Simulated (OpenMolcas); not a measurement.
Sb IV: CASPT2 settings compared

```json
{
  "Program": "OpenMolcas",
  "Basis": "ANO-RCC-VDZ [6s5p2d]",
  "Scalar Hamiltonian": "DKH4, point nucleus",
  "Active space": "2 electrons in 4 orbitals (5s 5p)",
  "State averaging": "2S+1 = 3 even, 3 roots; 2S+1 = 1 even, 7 roots; 2S+1 = 3 odd, 3 roots; 2S+1 = 1 odd, 3 roots",
  "Spin-orbit coupling": "RASSI with atomic mean-field integrals over the reference wave functions, term energies averaged over their components"
}
```

Methods on the same reference wave functions:
A. CASSCF
B. SS-CASPT2, IPEA 0.2 Eh, real shift 0.15 Eh (closed shells correlated: 4d)
C. SS-CASPT2, IPEA 0.2 Eh, imaginary shift 0.4 Eh (closed shells correlated: 4s 4p 4d)
D. MS-CASPT2, IPEA 0.2 Eh, imaginary shift 0.4 Eh (closed shells correlated: 4s 4p 4d)
E. XMS-CASPT2, IPEA 0.3 Eh, no level shift (closed shells correlated: 4d)

Energies in cm⁻¹ above 5s² ¹S₀, the measured ground level; measured values from Moore, Atomic Energy Levels, vol. III, NSRDS-NBS 35 (1971 reprint of NBS Circular 467, 1958).

```tsv
Level	A	B	C	D	E	Measured
5s² ¹S₀	0.0	0.0	0.0	0.0	0.0	0.0
5s 5p ³P°₀	60519	61530	61620	61630	61840	
5s 5p ³P°₁	62713	63720	63810	63820	64030	66700
5s 5p ³P°₂	67866	68880	68970	68970	69180	72560
5s 5p ¹P°₁	103459	103970	103940	103950	104240	95952
5p² ³P₀	150806	151700	151840	151840	152010	152076
5p² ³P₁	154322	155230	155360	155370	155530	156388
5p² ³P₂	157882	158770	158900	158910	159070	163524
5p² ¹D₂	168408	169180	169300	169300	169460	155956
5p² ¹S₀	190056	190620	190680	190680	190950
```

Deviations, from unrounded energies. A percentage is the sum of absolute deviations over the sum of measured energies, with the sign that they share, or ± where signs differ.

| Against measurement | Levels | A | B | C | D | E |
| --- | --- | --- | --- | --- | --- | --- |
| mean absolute deviation (cm-1) | 7 | 5400 | 4900 | 4800 | 4800 | 4700 |
| other configurations (%) | 7 | ±4.4 | ±4.0 | ±3.9 | ±3.9 | ±3.8 |

B, C, D, E lie about equally close to measurement and A furthest from it. The largest miss of E in the table is 5p² ¹D₂, by +14000 cm-1. The ranking rests on the paired levels alone, and a cruder setting can come out closer through cancelling errors.

Among B to E the level of the table that moves most is 5p² ¹S₀, by 330 cm-1 (lowest in B, highest in E). Moves below CASPT2's spread within the term are not significant.

The lowest spin-free term lies below A's lowest term by 0.008 hartree in B, 0.012 hartree in C, 0.012 hartree in D, 0.010 hartree in E.

CASPT2 breaks the degeneracy within a term, and the mean is taken; among the terms shown or strongly mixed into the levels shown the widest spread is 36 cm-1 (5p² ¹D, E). Some levels mix across a computed gap that differs much from the measured one, so their mixing is not that of the real levels. The ¹D term of p² mixes with s d, which this space lacks. The basis is small and was not contracted for so high a charge. Measured partners are found by configuration, term and J. A level has none where our copy of the source lacks it or the pairing is in doubt (some pairs that miss far off the trend of their configuration count as doubtful), and it then counts in no deviation. Levels of configurations outside the active space are missing.

° marks odd parity.
